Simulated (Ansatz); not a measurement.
Consider the formal hydrolysis of the Sn–S bond: `C[S][Sn][S]C` + H₂O → `C[S][Sn][OH]` + CH₃SH.

Computed with Ansatz on PBE0-D4/def2-TZVP structures; ΔE is electronic, products minus reactants. CCSD(T)/CBS adds triple-zeta CCSD(T) − MP2 to the extrapolated MP2 energy (def2 sets, frozen cores). This one scheme is used for every species. Functionals use def2-TZVPP. HSE06 is defined as in plane-wave codes. def2 core potentials past Kr. For Sn outer-core shells are correlated without core-valence functions, which leaves a few kJ/mol of doubt a bond. One conformer a species, not always the lowest.

**Question.** Is it downhill or uphill in electronic energy at CCSD(T)/CBS, and by how much? (Best estimate.)

**Answer.** The calculation gave: Uphill: ΔE = +5.9 kcal/mol.

**Question.** What do these levels give: r2SCAN-D4, B97M-V, ωB97M-V, PBE-QIDH, PBE, r2SCAN0, HSE06, LC-ωPBE, RPA@PBE/def2-TZVPP, MP2/def2-TZVPP, SCS-MP2/def2-QZVPP, CCSD/CBS(def2)? (Estimate.)

**Answer.** Computed: r2SCAN-D4 4.9, B97M-V 3.6, ωB97M-V 3.8, PBE-QIDH 5.8, PBE 4.1, r2SCAN0 5.2, HSE06 5.1, LC-ωPBE 1.3, RPA@PBE/def2-TZVPP 3.5, MP2/def2-TZVPP 6.3, SCS-MP2/def2-QZVPP 4.5, CCSD/CBS(def2) 5.0 kcal/mol.

Largest T1 diagnostic among the species: 0.016.

At CCSD(T), def2-SVP lies −1.9 kcal/mol from the extrapolated value and def2-TZVPP −1.0 kcal/mol. From r2SCAN to r2SCAN0 (25 % exact exchange), in def2-TZVPP and without D4, ΔE moves by +0.9 kcal/mol.
